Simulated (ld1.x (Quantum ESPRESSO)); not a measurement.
## Ge: from the effect back to the setting (TM)

Base potential:

ld1.x (Quantum ESPRESSO) 7.5 input, shortened:

```
&input
   title='Ge', zed=32., rel=1, dft='PBE', iswitch=3,
   config='[Ar] 3d10 4s2 4p1.5'
 /
 &inputp
   pseudotype=2, tm=.true., lloc=0,
   nlcc=.true., new_core_ps=.true., rcore=1.55
 /
2
4P  2  1   1.50   0.00  1.50  1.50  0.0
4S  1  0   2.00   0.00  1.90  1.90  0.0
 &test
   configts(1)='4s2 4p1.5'
 /
```

Cutoffs, loose and tight: the cutoffs (Ry, on a coarse ladder) from which the occupation-weighted sum of valence levels, in a spherical-Bessel basis at the reference potential, stays within 10 and 1 mRy of its value at 400 Ry. They do not see the model core or the augmentation charge, which bear on the density cutoff. Test errors are all-electron minus pseudo excitation energies from the reference, over the configurations 4s2 4p2; 4s2 4p1; 4s2 4p0; 4s1 4p0; 4s1 4p3; 4s2 4p2.3; 4s0 4p4; variants that change the core or the reference have their own tests. The largest error is taken over the tests solved by every variant that gives reliable tests at all, those not shown here included: 4s0 4p4; 4s1 4p0; 4s1 4p3; 4s2 4p0; 4s2 4p1; 4s2 4p2.3.

Only the scale of all radii but the core radius (base = 1) is moved:

| scale of all radii but the core radius (base = 1) | cutoff, loose | cutoff, tight | bound ghosts | largest test error (meV) |
| --- | --- | --- | --- | --- |
| 0.75 | 260 Ry | 300 Ry | p | -246 |
| 0.83 | 140 Ry | 200 Ry | p | -240 |
| 0.94 | 50 Ry | 70 Ry | p | -231 |
| 1.03 | 35 Ry | 50 Ry | p | -225 |
| 1.12 | 18 Ry | 35 Ry | none | -221 |
| 1.31 | 12 Ry | 25 Ry | none | -224 |
| 1.39 | 18 Ry | 21 Ry | p | -299 |

Q: One more run gave cutoff, loose: 15 Ry; cutoff, tight: 30 Ry; bound ghosts: none; largest test error (meV): -220. Which value of the scale of all radii but the core radius (base = 1) was used?

A: 1.2. The tight cutoff moves one way along this sweep, from 300 Ry at 0.75 to 21 Ry at 1.39, which places the run between 1.12 and 1.31.
